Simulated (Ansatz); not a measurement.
Start from `C=CC[O][AlH2]` and change one atom or group to get `C[O][AlH2]`.

Ansatz, PBE0-D4/def2-TZVP geometries, multiplicity 1. Each molecule was computed in one conformer, which needn't be the lowest.

```json
{"property": "HOMO energy (ωB97M-V/def2-TZVPP) / eV", "`C=CC[O][AlH2]`": "-9.99"}
{"property": "HOMO energy (B3LYP/def2-TZVPP) / eV", "`C=CC[O][AlH2]`": "-7.49"}
{"property": "size of the dipole moment (B3LYP/def2-TZVPP) / D", "`C=CC[O][AlH2]`": "0.81"}
{"property": "HOMO energy (PBE/def2-TZVPP) / eV", "`C=CC[O][AlH2]`": "-6.52"}
{"property": "LUMO energy (ωB97M-V/def2-TZVPP) / eV", "`C=CC[O][AlH2]`": "0.60"}
{"property": "HOMO energy (PBE0/def2-TZVPP) / eV", "`C=CC[O][AlH2]`": "-7.71"}
```

Problem. Give the same properties after the change, and the shifts. (Estimate.)

Solution. Computed: 
```csv
property,`C[O][AlH2]`,shift
HOMO energy (ωB97M-V/def2-TZVPP) / eV,-10.38,-0.39
HOMO energy (B3LYP/def2-TZVPP) / eV,-7.87,-0.38
size of the dipole moment (B3LYP/def2-TZVPP) / D,0.93,0.12
HOMO energy (PBE/def2-TZVPP) / eV,-6.62,-0.10
LUMO energy (ωB97M-V/def2-TZVPP) / eV,0.61,0.01
HOMO energy (PBE0/def2-TZVPP) / eV,-8.08,-0.37
```

Dipoles are sizes alone; their direction can turn.

B3LYP here is the variant with VWN-RPA as its local correlation; programs differ in this.
